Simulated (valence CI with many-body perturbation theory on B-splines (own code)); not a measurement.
Forbidden lines of Tb33+

Calculated by configuration interaction combined with many-body perturbation theory (CI+MBPT): four valence electrons over a frozen Dirac-Fock core [Ar] 3d10, radial functions for each j: 11 s, 11 p, 10 d, 8 f, 5 g, 2 h, with the one-electron correlation potential Σ1, the two-electron term Σ2, the three-electron term Σ3, Breit, model QED; selected CI, second order for the rest, scaled by the run's own slope (own B-spline code, finite nucleus).

No measured spectrum was set against this ion. As an estimate, large intervals hold to a few tenths of a per cent, small ones and those within an open d or f shell to about a per cent. Among the levels kept, up to 400 cm⁻¹ of a level comes from second order outside the variational space, and about a tenth of that is noise between levels of different J, which matters for small intervals.

Lines 1 to 11 of 11 in falling wavelength, among levels below 3621.2 × 10³ cm⁻¹, chosen from the decays that carry over 1 % of a level's rate. Wavelengths and rates use the calculated energies. Electric multipoles are in the length gauge, E1 and E2 with the static RPA response of the core. S is in atomic units (e²a₀⁴ for E2 and M2, e²a₀⁶ for E3), for M1 in squared Bohr magnetons. Weak lines are less certain than strong ones. Lines between different terms over intervals too small for the method are left out, as are lines whose strength nearly cancels.

Levels are named by their leading jj configuration (3d3/2^4 stands for four electrons in 3d with j = 3/2), which in mixed levels can hold well under half, so a name can repeat and another be missing.

| λ vac (nm) | Upper | Lower | Type | A (s⁻¹) | S (a.u.) |
| --- | --- | --- | --- | --- | --- |
| 355.1 | (4s^2 4p1/2 4p3/2) J=2 | (4s^2 4p1/2 4p3/2) J=1 | M1 | 1.17e+02 | 9.74e-01 |
| 31.58 | (4s^2 4p3/2 4d5/2) J=4 | (4s^2 4p1/2 4d5/2) J=3 | M1 | 4.19e+05 | 4.40e+00 |
| 28.31 | (4s^2 4p1/2 4p3/2) J=1 | (4s^2 4p1/2^2) J=0 | M1 | 5.70e+05 | 1.44e+00 |
| 26.71 | (4s^2 4p3/2^2) J=2 | (4s^2 4p1/2 4p3/2) J=2 | M1 | 4.99e+05 | 1.76e+00 |
| 26.71 | (4s^2 4p3/2^2) J=2 | (4s^2 4p1/2 4p3/2) J=2 | E2 | 1.70e+04 | 1.03e-01 |
| 26.22 | (4s^2 4p1/2 4p3/2) J=2 | (4s^2 4p1/2^2) J=0 | E2 | 9.07e+03 | 5.02e-02 |
| 24.84 | (4s^2 4p3/2^2) J=2 | (4s^2 4p1/2 4p3/2) J=1 | M1 | 5.34e+05 | 1.52e+00 |
| 22.90 | (4s^2 4p3/2^2) J=0 | (4s^2 4p1/2 4p3/2) J=2 | E2 | 4.81e+04 | 2.70e-02 |
| 21.51 | (4s^2 4p3/2^2) J=0 | (4s^2 4p1/2 4p3/2) J=1 | M1 | 1.47e+06 | 5.42e-01 |
| 20.73 | (4s^2 4p3/2 4d5/2) J=4 | (4s 4p1/2 4p3/2^2) J=3 | M1 | 4.61e+04 | 1.37e-01 |
| 11.60 | (4s^2 4p3/2 4d5/2) J=4 | (4s 4p1/2^2 4p3/2) J=2 | E2 | 1.34e+04 | 2.27e-03 |
